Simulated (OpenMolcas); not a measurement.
Cu2+ among 6 point charges of -2.2 e arranged as an octahedron (Oh).

```yaml
Program: OpenMolcas 26.06
Method: CASSCF
Basis: ANO-RCC-VDZP [5s4p2d1f]
Scalar_Hamiltonian: DKH2, point nucleus
Active_space: 9 electrons in 5 orbitals (3d)
State_averaging: 2S+1 = 2 even, 5 roots
Spin-orbit_coupling: RASSI with atomic mean-field integrals over the reference wave functions
```

All point charges move together. At R = 1.77 Å |10Dq| is 6691 cm-1, and at R = 2.03 Å it is 3704 cm-1.

A third run gives 4945 cm-1. What distance was it run at?

With a power law R^-n the two known points give n = -ln(3704 / 6691) / ln(2.03 / 1.77) = 4.31. Then R = 1.77 × (6691 / 4945)^(1/4.31) = 1.899 Å. The run was at 1.9 Å, so the estimate is off by -0.001 Å.

An orbital doublet at a regular site is open to a Jahn-Teller distortion, which this geometry leaves out. The ground term spreads over less than 5000 cm-1, several times less than with real ligands, so orbital moments are less quenched and χT lies further from the spin-only value than at real sites (holds for R = 1.9; R = 2.03). This is an electrostatic model: the charges have no orbitals. No measured value stands beside these numbers.
